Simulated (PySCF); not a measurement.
Point-charge models of `C1[C@H]([SiH2]N[Si@@H]1OC)C#N` against its computed dipole.

Coordinates (GFN2-xTB, Å) and charges (e) from the PBE0/pcSseg-1 density (PySCF):

```tsv
atom	x	y	z	Mulliken	IAO	Hirshfeld	ESP-fitted
C1	3.174	0.769	-0.030	-0.0069	-0.1978	-0.0314	-0.1795
O2	1.980	0.236	-0.522	-0.6304	-0.6376	-0.2278	-0.3325
Si3	0.849	-0.613	0.267	+1.0761	+1.2162	+0.4411	+0.6502
C4	-0.528	-0.977	-0.978	-0.4855	-0.5507	-0.1531	-0.4101
C5	-1.661	0.045	-0.785	-0.5790	-0.4151	-0.0865	-0.0493
C6	-2.901	-0.463	-1.272	+0.1239	+0.1380	+0.0728	+0.2993
N7	-3.902	-0.892	-1.629	-0.2526	-0.2751	-0.2482	-0.4796
Si8	-1.776	0.520	1.072	+0.8392	+0.9222	+0.3923	+0.5003
N9	-0.095	0.302	1.407	-0.8369	-0.9513	-0.3333	-0.7921
H10	2.971	1.571	0.683	+0.0980	+0.1317	+0.0421	+0.1079
H11	3.738	1.171	-0.873	+0.1234	+0.1573	+0.0520	+0.1171
H12	3.767	-0.002	0.466	+0.0971	+0.1291	+0.0418	+0.1059
H13	1.426	-1.773	0.950	-0.1250	-0.1695	-0.0857	-0.1214
H14	-0.916	-1.975	-0.775	+0.1597	+0.1600	+0.0454	+0.1534
H15	-0.191	-0.975	-2.014	+0.1653	+0.1647	+0.0489	+0.1253
H16	-1.426	0.952	-1.350	+0.1958	+0.1847	+0.0645	+0.1081
H17	-2.171	1.918	1.251	-0.0922	-0.1333	-0.0757	-0.1035
H18	-2.631	-0.396	1.829	-0.0811	-0.1403	-0.0766	-0.0859
H19	0.283	0.591	2.292	+0.2112	+0.2669	+0.1173	+0.3864
```

What dipole does each set of charges give (1 e·Å = 4.803 D), and what does the density give?

The full density gives (4.98, 1.72, 2.88) D, 6.01 D in size; dipole vectors point from the negative to the positive end.

```tsv
scheme	μx	μy	μz	size (D)	share of the full size (%)	angle to the full dipole (°)
Mulliken	4.97	0.94	4.36	6.67	111	14
IAO	3.68	0.93	3.78	5.35	89	17
Hirshfeld	3.61	1.18	2.18	4.38	73	1
ESP-fitted	4.99	1.71	2.89	6.01	100	0
```

Which set comes closest?

Length of the difference vector: ESP-fitted 0.02 D, Hirshfeld 1.63 D, Mulliken 1.67 D, IAO 1.77 D. Closest: ESP-fitted. 

What is left for the Hirshfeld atoms' own dipoles?

The shares of the density sum to the whole, so what Σ q r misses lies in dipoles about the nuclei. The atomic dipoles sum to (4.98, 1.72, 2.88) − (3.61, 1.18, 2.18) = (1.37, 0.54, 0.70) D, 1.63 D in size.

With the origin at the mean of the coordinates, (-0.001, 0.000, 0.000) Å, which are the largest single terms, by size, of the Mulliken dipole along the direction of the full one?

N7 +5.18, C5 +4.84, O2 -4.42, Si3 +3.40, Si8 -3.26 D; all 19 atoms together +6.48 D. The single terms depend on the origin, their sum doesn't.

Give the size of the full dipole in other units.

6.01 D = 2.364 au = 1.251 e·Å = 20.04 × 10⁻³⁰ C·m.

One conformer (not necessarily the lowest) at the GFN2-xTB geometry, without solvent, vibrations or thermal averaging.
